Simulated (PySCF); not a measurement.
Isomers of C6H12O2S, from PBE0-D3(BJ)/def2-SVP geometry optimisation, gas phase in PySCF 2.14.0. One conformer each, no zero-point energy, no frequencies.

Problem. Which is lowest in electronic energy at this level?
A. `[CH3:1][C:2]1([CH3:3])[CH2:4][CH2:5][CH2:6][S:7]1(=[O:8])=[O:9]` with C1–C2–C4–C5 -158°, C2–C4–C5–C6 48°, C4–C5–C6–S7 -28°, C5–C6–S7–O8 -112°: A = 1718, B = 1565, C = 1276 MHz, dipole 4.89 D
B. `[CH3:1][C@@H:2]([CH:3]1[CH2:4][CH2:5]1)[S:6]([CH3:7])(=[O:8])=[O:9]` with C1–C2–C3–C4 -151°, C1–C2–S6–C7 174°: A = 2236, B = 1083, C = 895.6 MHz, dipole 4.63 D
C. `[O:1]=[S:2]1(=[O:3])[CH2:4][CH2:5][CH2:6][CH2:7][CH2:8][CH2:9]1` with O1–S2–C4–C5 -150°, S2–C4–C5–C6 87°, C4–C5–C6–C7 -76°, C5–C6–C7–C8 55°: A = 2249, B = 1169, C = 966.9 MHz, dipole 5.20 D

Solution. A. That is `CC1(C)CCCS1(=O)=O`, 4.0 kcal/mol below the next.

| SMILES | mapped SMILES | E (Eh) | relative (kcal/mol) | relative (kJ/mol) | dipole (D) |
| --- | --- | --- | --- | --- | --- |
| CC1(C)CCCS1(=O)=O | [CH3:1][C:2]1([CH3:3])[CH2:4][CH2:5][CH2:6][S:7]1(=[O:8])=[O:9] | -783.48652 | 0.0 | 0.0 | 4.89 |
| O=S1(=O)CCCCCC1 | [O:1]=[S:2]1(=[O:3])[CH2:4][CH2:5][CH2:6][CH2:7][CH2:8][CH2:9]1 | -783.48008 | 4.0 | 16.9 | 5.20 |
| C[C@@H](C1CC1)S(C)(=O)=O | [CH3:1][C@@H:2]([CH:3]1[CH2:4][CH2:5]1)[S:6]([CH3:7])(=[O:8])=[O:9] | -783.44791 | 24.2 | 101.4 | 4.63 |

As drawn, the highest has a three-membered ring, which the lowest lacks.
